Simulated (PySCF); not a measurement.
Compound: hydroxydifluoroborane, BF2HO.
Bonds: O1–B2, B2–F3, B2–F4. Hydrogens: H5 on O1.

Method used: delta-SCF UKS SCAN, pcX-2 on the ionised atom, pcseg-1 elsewhere, spin-free X2C in PySCF 2.14.0. These are vertical core ionisation energies against the vacuum level, from separate self-consistent calculations with and without the core hole.

One binding energy is withheld.

```tsv
atom(s)	bonded to	level	binding energy (eV)
B2	2 F and O	B 1s	200.89
O1	H and B	O 1s	?
F3/F4	B	F 1s	693.92
```

(1) What is the O 1s binding energy of O1?

(2) Which effective nuclear charge Zeff reproduces each element's mean 1s value in the hydrogen-like formula E = 13.606 eV × Zeff²?

Results:

(1) 540.51 eV (boron-bound oxygen).

(2) B (Z = 5): mean 200.9 eV, Zeff = 3.84, Z − Zeff = 1.16; O (Z = 8): mean 540.5 eV, Zeff = 6.30, Z − Zeff = 1.70; F (Z = 9): mean 693.9 eV, Zeff = 7.14, Z − Zeff = 1.86. Means run over the listed sites, weighted by atom count.

One atom of each set of topologically equivalent atoms was ionised and stands for the set; in this conformer not all members are related by symmetry, and their own values weren't computed. The structure is a single PBE0-D3(BJ)/def2-SVP conformer in the gas phase; no vibrational or solvent corrections.

Conformer computed: `[OH:1][B:2]([F:3])[F:4]`: H–O1–B2–F3 180°.
